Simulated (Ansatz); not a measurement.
Geometry optimisation, RKS B3LYP-D4/def2-SVP in Ansatz.

Input file:

```yaml
crystal:
  periodic: [false, false, false]
  atoms:
    - { symbol: Zr, position_ang: [0.0, 0.0, 0.0] }
    - { symbol: "N", position_ang: [0.0, 0.0, 2.56] }
    - { symbol: H, position_ang: [-0.877, -0.2713, 3.09] }
    - { symbol: H, position_ang: [0.877, 0.2713, 3.09] }
    - { symbol: F, position_ang: [1.8671, 0.0, -0.6593] }
    - { symbol: Cl, position_ang: [-1.1869, 2.0563, -0.8392] }
    - { symbol: Cl, position_ang: [-1.1869, -2.0563, -0.8392] }
    - { symbol: O, position_ang: [0.8885, 2.0662, 0.7473] }
    - { symbol: H, position_ang: [1.6795, 1.8943, 1.3513] }
    - { symbol: H, position_ang: [0.5575, 1.2964, 1.9994] }
basis:
  gaussian: { orbitals: def2-SVP }
hamiltonian:
  xc: b3lyp
  dispersion: d4
relax:
  f_tol: 0.15
  max_steps: 25
  restrain:
    - { distance: [0, 7], at: 3.27, k: 30.0 }
    - { distance: [9, 1], at: 2.26, k: 30.0 }
    - { distance: [0, 1], at: 2.21, k: 30.0 }
    - { distance: [9, 7], at: 1.01, k: 30.0 }
```

Launched with:

```bash
$ ansatz run input.yaml --threads 4 --pin off --max-ram 5120MiB --backend cpu --events-out ev --progress --plain --runs-dir out
```

**Question.** Where does it end, and by what steps?

**Answer.** The forces met the threshold. The restraints hold the end off the free minimum; the threshold counts their pulls, which the force column leaves out. Restrained pairs: Zr1–O8 (2.37 → 3.26 Å), N2–H10 (1.52 → 2.26 Å), Zr1–N2 (2.56 → 2.15 Å), O8–H10 (1.51 → 0.99 Å). After 12 steps the energy has fallen by 3.649 eV (the restraints' own energy left out); H4 moved furthest, 1.08 Å.

```csv
step,energy less start (eV),largest force component (eV/Å),accepted
0,0.0000,4.059,yes
1,-0.3132,4.050,yes
2,-1.0839,4.313,yes
3,-2.0934,3.693,yes
4,-3.0966,2.165,yes
5,-3.3057,2.002,yes
6,-3.5644,1.809,yes
7,-3.5904,1.951,yes
8,-3.6351,1.986,yes
9,-3.6403,1.871,yes
10,-3.6425,1.891,yes
11,-3.6125,1.970,no
12,-3.6489,1.951,yes
```

```xyz
10
Properties=species:S:1:pos:R:3
Zr -0.137 -0.105 0.052
N -0.141 -0.093 2.202
H -0.958 0.141 2.767
H 0.483 -0.677 2.760
F 1.673 -0.111 -0.535
Cl -1.640 1.482 -0.816
Cl -0.965 -2.203 -0.629
O 1.214 2.548 1.369
H 2.163 2.383 1.278
H 0.926 1.892 2.050
```

The run took 45 s on 4 threads of Arm Neoverse V1 (shared host), peak memory 0.35 GiB.
